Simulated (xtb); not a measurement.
C6H15O, charge +2, quartet, geometry from GFN2-xTB of the parent state (a state made from the parent by changing its charge; the spin is typed, not shown lowest); GFN1-xTB in xtb.

Here is a job for xtb.
```
$ xtb mol.xyz --gfn 1 --chrg 2 --uhf 3 --json

# file mol.xyz
22

C      1.51690442    -1.41971904    -0.24378573
C      1.40505215    -0.07373810     0.48414863
C      2.01623325     1.03976375    -0.36381501
C     -0.02692007     0.26556411     0.93788271
C     -1.05411537     0.38736354    -0.17379600
C     -2.37166067     0.98323651     0.26509911
O     -1.34287486    -1.02525699    -0.61158989
H      0.99879037    -2.21740868     0.29055638
H      1.20911345    -1.35273697    -1.29212350
H      2.56418651    -1.71381692    -0.27863193
H      1.99290782    -0.14922192     1.40299502
H      1.54026238     1.12375991    -1.33877963
H      3.07020753     0.83878908    -0.53175862
H      1.93627406     1.99739621     0.14226544
H      0.00382205     1.21808948     1.46647643
H     -0.37865578    -0.48306837     1.65105011
H     -0.64768996     0.92780748    -1.03290850
H     -2.77234369     0.44338393     1.11865954
H     -2.22326304     2.01889486     0.55474022
H     -3.10154716     0.96724142    -0.54110959
H     -1.90738052    -1.04673974    -1.40881562
H     -0.45464738    -1.46513842    -0.74429878
```

Task: What does xtb print? Leave out banner, timings and long lists.

Result: 
```
   ID    Z sym.   atoms
    1    6 C      1-6
    2    8 O      7
    3    1 H      8-22

           -------------------------------------------------
          |                Calculation Setup                |
           -------------------------------------------------

           -------------------------------------------------
          |                 G F N 1 - x T B                 |
           -------------------------------------------------

          ...................................................
          :                      SETUP                      :
          :.................................................:
          :  # basis functions                  58          :
          :  # atomic orbitals                  58          :
          :  # shells                           44          :
          :  # electrons                        43          :
          :  # halogen bonds                     0          :
          :  max. iterations                   250          :
          :  Hamiltonian                  GFN1-xTB          :
          :  restarted?                      false          :
          :  GBSA solvation                  false          :
          :  PC potential                    false          :
          :  electronic temp.          300.0000000     K    :
          :  accuracy                    1.0000000          :
          :  -> integral cutoff          0.2500000E+02      :
          :  -> integral neglect         0.1000000E-07      :
          :  -> SCF convergence          0.1000000E-05 Eh   :
          :  -> wf. convergence          0.2000000E-04 e    :
          :  Broyden damping             0.4000000          :
          :  net charge                          2          :
          :  unpaired electrons                  3          :
          ...................................................

 iter      E             dE          RMSdq      gap      omega  full diag
   1    -24.1238558 -0.241239E+02  0.685E+00    0.32       0.0  T
   2    -24.0194967  0.104359E+00  0.465E+00    0.15       1.0  T
   3    -23.4950374  0.524459E+00  0.352E+00    1.49       1.0  T
   4    -24.0817360 -0.586699E+00  0.213E+00    0.49       1.0  T
   5    -24.1931901 -0.111454E+00  0.119E+00    0.52       1.0  T
   6    -24.2469484 -0.537583E-01  0.590E-01    0.54       1.0  T
   7    -24.2448006  0.214776E-02  0.475E-01    0.17       1.0  T
   8    -24.2598565 -0.150559E-01  0.222E-01    0.35       1.0  T
   9    -24.2617763 -0.191980E-02  0.141E-01    0.28       1.0  T
  10    -24.2624866 -0.710265E-03  0.483E-02    0.25       1.0  T
  11    -24.2621269  0.359654E-03  0.817E-02    0.26       1.0  T
  12    -24.2626210 -0.494106E-03  0.199E-02    0.25       1.1  T
  13    -24.2626530 -0.319735E-04  0.476E-03    0.25       4.5  T
  14    -24.2626541 -0.114408E-05  0.189E-03    0.25      11.3  T
  15    -24.2626544 -0.241308E-06  0.905E-04    0.25      23.6  T
  16    -24.2626544 -0.560276E-07  0.152E-04    0.25     140.6  T
  17    -24.2626544  0.713163E-08  0.305E-04    0.25      69.9  T
  18    -24.2626544 -0.752574E-08  0.702E-05    0.25     303.9  T

   *** convergence criteria satisfied after 18 iterations ***

         :::::::::::::::::::::::::::::::::::::::::::::::::::::
         ::                     SUMMARY                     ::
         :::::::::::::::::::::::::::::::::::::::::::::::::::::
         :: total energy             -23.958800676148 Eh    ::
         :: gradient norm              0.083482247825 Eh/a0 ::
         :: HOMO-LUMO gap              0.252711096672 eV    ::
         ::.................................................::
         :: SCC energy               -24.262654418431 Eh    ::
         :: -> electrostatic           0.381779818958 Eh    ::
         :: repulsion energy           0.312864109004 Eh    ::
         :: dispersion energy         -0.009010366721 Eh    ::
         :: halogen bond corr.         0.000000000000 Eh    ::
[...]
        34                         -0.3966972             -10.7947
       ...                                ...                  ...
        58                          0.1348588               3.6697
      -------------------------------------------------------------
                  HL-Gap            0.0092870 Eh            0.2527 eV
             Fermi-level           -0.6760500 Eh          -18.3963 eV

  Mulliken/CM5 charges         n(s)   n(p)   n(d)
     1C    -0.03869 -0.19196   1.087  2.952  0.000
     2C     0.04842 -0.02707   1.113  2.838  0.000
     3C    -0.05496 -0.20666   1.058  2.997  0.000
     4C    -0.00043 -0.10715   1.087  2.913  0.000
     5C     0.22373  0.16585   1.072  2.704  0.000
     6C    -0.04121 -0.19014   1.052  2.989  0.000
     7O    -0.37518 -0.73250   1.728  4.648  0.000
     8H     0.10590  0.15964   0.894  0.000  0.000
     9H     0.05592  0.11040   0.944  0.000  0.000
    10H     0.19116  0.24355   0.809  0.000  0.000
    11H     0.18950  0.24817   0.810  0.000  0.000
    12H     0.11988  0.17308   0.880  0.000  0.000
    13H     0.16342  0.21605   0.837  0.000  0.000
    14H     0.13314  0.18587   0.867  0.000  0.000
    15H     0.08422  0.14164   0.916  0.000  0.000
    16H     0.13577  0.19515   0.864  0.000  0.000
    17H     0.11199  0.17745   0.888  0.000  0.000
    18H     0.16624  0.22105   0.834  0.000  0.000
    19H     0.11175  0.16475   0.888  0.000  0.000
    20H     0.16515  0.21923   0.835  0.000  0.000
    21H     0.28986  0.45551   0.710  0.000  0.000
    22H     0.21441  0.37810   0.786  0.000  0.000

Wiberg/Mayer (AO) data.
largest (>0.10) Wiberg bond orders for each atom

 ---------------------------------------------------------------------------
     #   Z sym  total        # sym  WBO       # sym  WBO       # sym  WBO
 ---------------------------------------------------------------------------
     1   6 C    3.873 --     2 C    1.036     8 H    0.897     9 H    0.849
                            10 H    0.794
     2   6 C    3.884 --     1 C    1.036     3 C    1.006     4 C    0.860
                            11 H    0.784
     3   6 C    3.898 --     2 C    1.006    14 H    0.921    13 H    0.879
                            12 H    0.869
     4   6 C    3.889 --     5 C    0.946    15 H    0.938    16 H    0.897
                             2 C    0.860
     5   6 C    3.849 --     6 C    0.973     4 C    0.946    17 H    0.844
                             7 O    0.800
     6   6 C    3.899 --     5 C    0.973    19 H    0.967    20 H    0.876
                            18 H    0.857
     7   8 O    2.365 --     5 C    0.800    21 H    0.724    22 H    0.722
     8   1 H    1.020 --     1 C    0.897
     9   1 H    1.151 --     1 C    0.849
    10   1 H    0.940 --     1 C    0.794
    11   1 H    0.973 --     2 C    0.784
    12   1 H    1.009 --     3 C    0.869
    13   1 H    0.955 --     3 C    0.879
    14   1 H    0.950 --     3 C    0.921
    15   1 H    1.076 --     4 C    0.938
    16   1 H    0.997 --     4 C    0.897
    17   1 H    1.034 --     5 C    0.844
    18   1 H    0.962 --     6 C    0.857
    19   1 H    0.999 --     6 C    0.967
    20   1 H    0.957 --     6 C    0.876
    21   1 H    1.053 --     7 O    0.724    22 H    0.118
    22   1 H    1.122 --     7 O    0.722    21 H    0.118
 ---------------------------------------------------------------------------

Topologies differ in total number of bonds
Writing topology from bond orders to xtbtopo.mol

 dipole moment from electron density (au)
     X       Y       Z
   0.6993   0.4657  -0.0927  total (Debye):    2.148

           -------------------------------------------------
          | TOTAL ENERGY              -23.958800676148 Eh   |
          | GRADIENT NORM               0.083482247825 Eh/α |
          | HOMO-LUMO GAP               0.252711096672 eV   |
           -------------------------------------------------

normal termination of xtb
```
